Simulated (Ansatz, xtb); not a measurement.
Relative energy of two structures of C3H7AlBF3

Structure a: a singlet given by its coordinates. Structure b: `B[CH2][Al]([CH3])[C](F)(F)F`, a singlet. Both are isolated molecules in the gas phase, relaxed with B3LYP/def2-SVP; the shapes shown needn't be the lowest conformers.

a (Å):

| atom | x (Å) | y (Å) | z (Å) |
| --- | --- | --- | --- |
| C | 0.5398 | -0.2336 | 1.5809 |
| C | 0.2973 | 2.0428 | -0.9915 |
| C | -1.1746 | 2.0963 | -1.1800 |
| Al | 0.1689 | 1.6268 | 0.9825 |
| B | -0.5724 | -1.0865 | 0.9920 |
| F | -1.7273 | 1.1977 | -1.9739 |
| F | -1.7353 | 1.7428 | 0.1674 |
| F | -1.7093 | 3.2809 | -1.4202 |
| H | -1.5693 | -1.3438 | 1.6285 |
| H | -0.5283 | -1.4548 | -0.1620 |
| H | 0.6056 | -0.1761 | 2.6787 |
| H | 1.5379 | -0.3718 | 1.1237 |
| H | 0.2256 | 2.8275 | 2.0087 |
| H | 0.7482 | 3.0083 | -1.2561 |
| H | 0.7261 | 1.2431 | -1.6101 |

Close contacts (Å): C1–Al4 1.99, C1–B5 1.52, C2–C3 1.48, C2–Al4 2.02, C3–F6 1.32, C3–F7 1.50, C3–F8 1.32, Al4–F7 2.07, C1–H11 1.10, C1–H12 1.11, C2–H14 1.10, C2–H15 1.10, Al4–H13 1.58, B5–H9 1.21, B5–H10 1.21.

b (Å):

```tsv
atom	x (Å)	y (Å)	z (Å)
C	1.9908	-0.5067	-0.9770
C	2.5754	1.6256	1.7517
C	-0.5773	0.9910	0.6187
Al	1.4240	0.7093	0.4772
B	2.3947	0.4104	-2.1250
F	-1.3186	-0.0288	0.1166
F	-1.0132	1.1858	1.8898
F	-0.9365	2.1058	-0.0822
H	3.5212	0.8472	-2.2028
H	1.5772	0.7925	-2.9309
H	1.0902	-1.1212	-1.1418
H	2.8146	-1.0731	-0.5077
H	2.5349	2.7152	1.5691
H	3.6311	1.3184	1.6851
H	2.2338	1.4733	2.7897
```

Q: Estimate which is lower in electronic energy at CCSD(T)/def2-SVP + ΔMP2/def2-TZVPP, and by roughly how much.

A: The CCSD(T)/def2-SVP + ΔMP2/def2-TZVPP calculation puts structure a lower, by 0.138 eV.

The same difference at several levels:

```json
{"level": "B3LYP/def2-SVP", "geometry": "B3LYP/def2-SVP", "E(b) − E(a) (eV)": "+0.199", "departure from the last row (eV)": "+0.061", "job, with rough time for the two": "optimisation, 9.6 min"}
{"level": "HF/def2-SVP", "geometry": "B3LYP/def2-SVP", "E(b) − E(a) (eV)": "+0.151", "departure from the last row (eV)": "+0.013", "job, with rough time for the two": "part of the CCSD(T) run"}
{"level": "MP2/def2-SVP", "geometry": "B3LYP/def2-SVP", "E(b) − E(a) (eV)": "+0.336", "departure from the last row (eV)": "+0.198", "job, with rough time for the two": "part of the CCSD(T) run"}
{"level": "CCSD(T)/def2-SVP", "geometry": "B3LYP/def2-SVP", "E(b) − E(a) (eV)": "+0.320", "departure from the last row (eV)": "+0.182", "job, with rough time for the two": "single point"}
{"level": "CCSD(T)/def2-SVP + ΔMP2/def2-TZVPP", "geometry": "B3LYP/def2-SVP", "E(b) − E(a) (eV)": "+0.138", "departure from the last row (eV)": "", "job, with rough time for the two": "single point, 6.3 min"}
```

None of the levels shown reverses the order. The largest departure from CCSD(T)/def2-SVP + ΔMP2/def2-TZVPP is that of MP2/def2-SVP, 0.198 eV. No reliable frequencies are at hand for b, so it isn't confirmed as a minimum. Levels run at GFN2-xTB geometries aren't shown. The last row adds to CCSD(T) the change of the MP2 difference between the two basis sets, here −0.182 eV, a large step that makes the value less sure.

The correlated steps freeze 12 core orbitals. Programs: Ansatz 0.2.0, xtb 6.7.1; the last row on 2 threads of Intel(R) Xeon(R) Processor @ 2.50GHz (Skylake/Cascade Lake) on a shared host.
